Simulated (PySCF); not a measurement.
**Frontier orbitals and the lowest excitations**

Compound: C4H9BF2O.
SMILES with atom numbers: `[CH3:1][CH:2]([CH3:3])[O:4][CH2:5][B:6]([F:7])[F:8]` (hydrogens: H9, H10, H11 on C1; H12 on C2; H13, H14, H15 on C3; H16, H17 on C5)

Cartesian coordinates in Å at the PBE0-D3(BJ)/def2-SVP level; atoms count from 1:
```xyz
17
C4H9BF2O angstrom
C     -1.2984    1.0656   -0.6853
C     -0.5674    0.1454    0.2807
C     -1.4963   -0.5125    1.2786
O      0.0927   -0.8973   -0.4114
C      1.3291   -0.5461   -0.9617
B      2.4795   -0.3220    0.0867
F      2.3130   -0.5155    1.3790
F      3.6823    0.0527   -0.3113
H     -1.7949    1.8857   -0.1452
H     -2.0614    0.4996   -1.2414
H     -0.6105    1.5189   -1.4154
H      0.1845    0.7402    0.8398
H     -2.2184   -1.1547    0.7512
H     -2.0532    0.2396    1.8563
H     -0.9212   -1.1402    1.9738
H      1.6485   -1.3774   -1.6173
H      1.2700    0.3296   -1.6426
```

Method: PySCF, TDDFT CAM-B3LYP/def2-SVPD, vertical, gas phase, core orbitals frozen in the response.

Frontier orbitals with the atoms that hold most of them (Löwdin shares over 4%, at most four atoms; ? is withheld):

| orbital | ε (eV) | atoms |
| --- | --- | --- |
| HOMO-3 | -11.60 | C3 22%, C1 19%, C2 12%, H11 11% |
| HOMO-2 | -11.26 | C2 17%, C3 15%, C5 12%, C1 11% |
| HOMO-1 | -10.47 | ? |
| HOMO | -8.98 | O4 55%, C5 10%, C2 8%, C1 7% |
| LUMO | ? | ? |
| LUMO+1 | 1.21 | B6 37%, F7 16%, C5 15%, F8 14% |
| LUMO+2 | 1.62 | C1 17%, C3 14%, H9 10%, B6 10% |

Question: Give the leading atoms of the LUMO.

Answer: B6 (bonded to C and 2 F) 51%; F8 (bonded to B) 7%; C5 (bonded to B, O and 2 H) 6%; F7 (bonded to B) 5%. By element: boron 51%, fluorine 11%, carbon 6% or more.

Question: Which atoms hold the HOMO-1, and with what shares?

Answer: O4 (bonded to 2 C) 40%; C2 (bonded to 2 C, O and H) 16%; C5 (bonded to B, O and 2 H) 8%; C3 (bonded to C and 3 H) 8%. By element: oxygen 40%, carbon 32% or more.

Question: What is the LUMO energy, and the HOMO–LUMO gap?

Answer: ε(LUMO) = 0.83 eV; the gap is 9.81 eV (0.3605 hartree).

Question: How does S1 compare with the orbital gap of 9.81 eV?

Answer: S1 is at 6.67 eV (f = 0.0080), 3.14 eV below the gap, made of HOMO→LUMO+1 (87%), HOMO→LUMO (9%). Its leading pair isn't HOMO and LUMO; the energies of that pair differ by 10.20 eV. 

Question: One configuration dominates each of S1, S2 and S6. Which, and how do the shares of the two leading atoms of either orbital change from the occupied to the empty one?

Answer: 
- S1 (6.67 eV, f 0.0080), HOMO→LUMO+1 (87%): O4 55% → at most 15%, C5 10% → 15%, B6 at most 8% → 37%, F7 at most 8% → 16%
- S2 (7.00 eV, f 0.0073), HOMO→LUMO (80%): O4 55% → at most 5%, C5 10% → 6%, B6 at most 8% → 51%, F8 at most 8% → 7%
- S6 (8.37 eV, f 0.041), HOMO-1→LUMO+1 (72%): O4 40% → at most 15%, C2 16% → at most 15%, B6 at most 8% → 37%, F7 at most 8% → 16%

Löwdin shares depend on the basis, the more so with diffuse functions.

On one thread of an Arm Neoverse V2, shared host with 32 logical CPUs at a one-minute load of 17, this took 2.1 min of wall time (grids of density and orbitals included) and 1.3 GiB of memory at its peak.

One conformer stands for the species.

Without π bonds the low states are Rydberg-like; a valence basis with one diffuse set may place them up to an eV too high.
